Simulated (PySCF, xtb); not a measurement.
F3Ge, SMILES [F][Ge]([F])[F] (connectivity only; charge and spin as stated), charge +1, multiplicity 1.

Harmonic wavenumbers (cm⁻¹) from GFN2-xTB in xtb at its own minimum, in rising order: 126, 126, 151, 430, 575, 575.

Q: What does PBE-D3(BJ)/def2-SVP (PySCF) give at its own minimum? (The exact figures need the calculation; the answer reports its results.)

A: 199, 199, 200, 712, 841, 841. Paired by order, the mean absolute difference is 168 cm⁻¹ and the zero-point energies are 2.8 and 4.3 kcal/mol.
